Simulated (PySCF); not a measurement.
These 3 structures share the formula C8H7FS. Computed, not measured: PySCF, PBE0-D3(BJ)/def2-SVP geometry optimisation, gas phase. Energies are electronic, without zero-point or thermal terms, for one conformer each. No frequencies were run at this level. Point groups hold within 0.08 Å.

Problem. Rank from lowest to highest electronic energy at this level (kJ/mol).
A. `[CH2:1]=[CH:2][c:3]1[cH:4][cH:5][c:6]([SH:7])[c:8]([F:9])[cH:10]1` with C1–C2–C3–C4 -179°, C5–C6–S7–H 180°
B. `[CH2:1]=[CH:2]/[CH:3]=[CH:4]\[c:5]1[cH:6][c:7]([F:8])[cH:9][s:10]1` with C1–C2–C3–C4 180°, C3–C4–C5–C6 -179°
C. `[F:1][C@H:2]1[CH2:3][S:4][c:5]2[cH:6][cH:7][cH:8][cH:9][c:10]21` with F1–C2–C3–S4 156°, C2–C3–S4–C5 -28°, C3–S4–C5–C6 -165°, F1–C2–C10–C9 36°

Solution. C (0.0), A (79.4), B (172.8).

As drawn, the highest has a C=C bond outside aromatic rings, which the lowest lacks.

```tsv
SMILES	E (Eh)	E rel (kJ/mol)	dipole (D)	point group	A, B, C (MHz)
F[C@H]1CSc2ccccc21	-806.10136	0.0	0.57	C1	1752, 1153, 711.2
C=Cc1ccc(S)c(F)c1	-806.07112	79.4	0.94	–	2697, 676.1, 540.6
C=C/C=C\c1cc(F)cs1	-806.03555	172.8	1.17	Cs	3525, 573.8, 493.5
```

Problem. How do the relative energies change in single points at PBE0/pcSseg-1 (no added dispersion term) on the same geometries?

Solution. 
| SMILES | PBE0-D3(BJ)/def2-SVP (kJ/mol) | PBE0/pcSseg-1 (kJ/mol) | shift |
| --- | --- | --- | --- |
| F[C@H]1CSc2ccccc21 | 0.0 | 0.0 | 0.0 |
| C=Cc1ccc(S)c(F)c1 | 79.4 | 78.0 | -1.4 |
| C=C/C=C\c1cc(F)cs1 | 172.8 | 168.5 | -4.3 |

Each column counts from its own lowest isomer. The order is unchanged; the largest shift is 4.3 kJ/mol.
